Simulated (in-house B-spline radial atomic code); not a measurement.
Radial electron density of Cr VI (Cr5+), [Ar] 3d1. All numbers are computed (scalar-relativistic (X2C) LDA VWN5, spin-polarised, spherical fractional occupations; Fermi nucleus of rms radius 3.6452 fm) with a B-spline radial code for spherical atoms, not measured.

Columns: r (bohr), 4πr²n(r) (electrons per bohr), bar.

```
  0.0024   0.7519 #
 0.00286    1.026 #
 0.00342    1.402 ##
 0.00408      1.9 ###
 0.00486    2.554 ####
  0.0058    3.422 #####
 0.00692    4.545 ######
 0.00825    5.972 ########
 0.00985    7.774 ###########
  0.0117     9.91 ##############
   0.014    12.55 ##################
  0.0167    15.52 ######################
  0.0199    18.72 ##########################
  0.0238    22.03 ###############################
  0.0284    25.02 ###################################
  0.0338    27.32 ######################################
  0.0404    28.62 ########################################
  0.0482    28.56 ########################################
  0.0575    27.22 ######################################
  0.0685    25.08 ###################################
  0.0818    22.99 ################################
  0.0975     22.1 ###############################
   0.116    23.11 ################################
   0.139    26.07 ####################################
   0.166    29.56 #########################################
   0.198     31.5 ############################################
   0.236    30.11 ##########################################
   0.281    25.17 ###################################
   0.335    18.28 ##########################
     0.4    12.35 #################
   0.477    9.715 ##############
   0.569    10.27 ##############
   0.679    11.82 #################
    0.81    11.89 #################
   0.966    9.702 ##############
    1.15    6.306 #########
    1.37    3.204 ####
    1.64    1.211 ##
    1.96   0.3418 
    2.33  0.07346 
    2.78  0.01096 
    3.32 0.001134
```

On this grid the curve has 3 maxima, near 0.0404, 0.198, 0.81 bohr.

The 3d up radial function P(r) = rR(r), positive near the nucleus:

```csv
r (bohr),P
0.0238,0.001512
0.0338,0.003981
0.0482,0.01031
0.0685,0.02545
0.0975,0.05986
0.139,0.1318
0.198,0.2649
0.281,0.4728
0.4,0.7367
0.569,0.9627
0.81,1.012
1.15,0.8165
1.64,0.4633
2.33,0.1625
3.32,0.02799
```
Radii and densities under X2C are those of the two-component orbitals, without the picture-change correction, which makes inner s shells of heavy atoms about 5 % too small.
